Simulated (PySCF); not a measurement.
# Co⁺ (cobalt, charge +1) across methods

[Ar] 3d7 4p1, one real determinant (an excited configuration). All numbers are calculated (PySCF 2.14, no relativity, point nucleus, in def2-QZVPPD (11s6p5d4f2g, 100 functions)). The B2PLYP total includes its PT2 part (frozen core); its orbital energies are those of the SCF part.

| method | E (hartree) | mean ε 3d α (eV) | mean ε 3d β (eV) | mean ε 4p α (eV) | Σ⟨r²⟩ (bohr²) | ⟨S²⟩ |
| --- | --- | --- | --- | --- | --- | --- |
| r2SCAN | -1382.242 | -20.124 | -17.567 | -9.013 | 28.31 | 6.002 |
| CAM-B3LYP | -1382.340 | -23.868 | -21.320 | -10.444 | 28.54 | 6.002 |
| PBE0 | -1382.040 | -22.394 | -19.670 | -9.477 | 28.57 | 6.002 |
| UHF | -1381.00444 | -29.734 | -26.060 | -10.764 | 29.45 | 6.004 |
| wB97M-V | -1382.187 | -24.854 | -22.336 | -11.034 | 28.80 | 6.002 |
| PBE | -1382.006 | -19.746 | -17.286 | -8.898 | 28.52 | 6.001 |
| B2PLYP | -1381.991 | -25.090 | -22.137 | -9.897 | 28.85 | 6.003 |
| LDA | -1379.659 | -20.037 | -17.301 | -8.947 | 28.32 | 6.001 |
| r2SCANh | -1382.234 | -21.152 | -18.503 | -9.229 | 28.35 | 6.003 |

⟨L²⟩ = 13.95 against 20 for a pure G term, so this real determinant mixes terms.
